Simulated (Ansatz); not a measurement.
`Cl[SiH2][SnH3]` and `Cl[SiH2]Br` differ in one atom or group.

Ansatz, PBE0-D4/def2-TZVP geometries, multiplicity 1. 

Elements past krypton have def2 core potentials. Scalar relativity is left out up to krypton. Spin–orbit coupling is left out; it splits and shifts lone-pair levels of the heavy atoms by tenths of an eV.

```json
{"property": "HOMO energy (B3LYP/def2-TZVPP) / eV", "`Cl[SiH2][SnH3]`": "-7.70"}
{"property": "LUMO energy (PBE0/def2-TZVPP) / eV", "`Cl[SiH2][SnH3]`": "-0.63"}
{"property": "HOMO–LUMO gap (PBE/def2-TZVPP) / eV", "`Cl[SiH2][SnH3]`": "5.33"}
{"property": "HOMO–LUMO gap (ωB97M-V/def2-TZVPP) / eV", "`Cl[SiH2][SnH3]`": "11.01"}
{"property": "size of the dipole moment (B3LYP/def2-TZVPP) / D", "`Cl[SiH2][SnH3]`": "1.20"}
{"property": "zero-point energy (PBE0-D4/def2-TZVP) / kJ/mol", "`Cl[SiH2][SnH3]`": "102.0"}
```

Give the same properties after the change, and the shifts. (An estimate is asked.)

Computed: 
```json
{"property": "HOMO energy (B3LYP/def2-TZVPP) / eV", "`Cl[SiH2]Br`": "-8.45", "shift": "-0.75"}
{"property": "LUMO energy (PBE0/def2-TZVPP) / eV", "`Cl[SiH2]Br`": "-0.33", "shift": "0.30"}
{"property": "HOMO–LUMO gap (PBE/def2-TZVPP) / eV", "`Cl[SiH2]Br`": "6.17", "shift": "0.84"}
{"property": "HOMO–LUMO gap (ωB97M-V/def2-TZVPP) / eV", "`Cl[SiH2]Br`": "12.48", "shift": "1.47"}
{"property": "size of the dipole moment (B3LYP/def2-TZVPP) / D", "`Cl[SiH2]Br`": "1.11", "shift": "-0.09"}
{"property": "zero-point energy (PBE0-D4/def2-TZVP) / kJ/mol", "`Cl[SiH2]Br`": "52.4", "shift": "-49.6"}
```

With PBE0 the HOMO falls by 0.80 eV and the LUMO rises by 0.30 eV, so the gap widens by about 1.10 eV. PBE moves the HOMO by -0.61 eV and ωB97M-V by -1.02 eV. The zero-point energy changes by -49.6 kJ/mol with -9 modes. Dipoles are sizes alone; their direction can turn.

B3LYP here is the variant with VWN-RPA as its local correlation; programs differ in this.
